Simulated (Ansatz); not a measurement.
Reactions of ClH$_{3}$O$_{2}$Sn, SMILES `[OH][SnH]([OH])[Cl]`.

Calculated with Ansatz (gas phase, PBE0-D4/def2-TZVP geometries, no zero-point term in ΔE). CBS: MP2 limit from def2 TZ/QZ plus the TZ coupled-cluster correction, frozen cores. This one scheme is used for every species, atoms too. Functionals use def2-TZVPP. B3LYP here is the variant with VWN-RPA as its local correlation; programs differ in this. No spin–orbit coupling; open shells (•) take unrestricted orbitals. Spin–orbit coupling would lower the free atoms: a little for F. def2 core potentials past Kr. For Ga, Sn outer-core shells are correlated without core-valence functions, so the limit isn't a true one: a few kJ/mol of doubt a bond, and 10 to 20 or more in all where bonds break to atoms. Scalar relativity is left out up to krypton. One conformer a species, not always the lowest.

| reaction | MP2/CBS(def2) (kcal/mol) | ωB97M-V (kcal/mol) | B3LYP-D4 (kcal/mol) | PBE0-D4 (kcal/mol) | CCSD(T)/CBS(def2) (kcal/mol) |
| --- | --- | --- | --- | --- | --- |
| `[OH][SnH]([OH])[Cl]` + `C=C(N)OC` → `C[O][SnH]([OH])[Cl]` + `C=C(N)O` | 4.6 | 4.3 | 3.8 | 4.0 | 4.2 |
| `[OH][SnH]([OH])[Cl]` + `[CH3]`• → `[OH][Sn]([OH])[Cl]`• + CH₄ | -36.3 | -37.8 | -40.1 | -38.2 | -34.8 |
| `[OH][SnH]([OH])[Cl]` + `CNB(Cl)Cl` → `[OH][Sn]([OH])([Cl])[Cl]` + `CNBCl` | -1.3 | -0.5 | -1.5 | -0.2 | -1.7 |
| `[OH][SnH]([OH])[Cl]` + `C[O][Ga]([NH2])[Cl]` → `C[O][SnH]([OH])[OH]` + `[NH2][Ga]([Cl])[Cl]` | 1.8 | 1.7 | 2.3 | 2.2 | 1.5 |
| `[OH][SnH]([OH])[Cl]` + F• → `[OH][Sn]([OH])[Cl]`• + H–F | -70.8 | -63.9 | -67.0 | -64.7 | -64.4 |

Largest T1 diagnostic: 0.018, for `[OH][Sn]([OH])[Cl]`•.
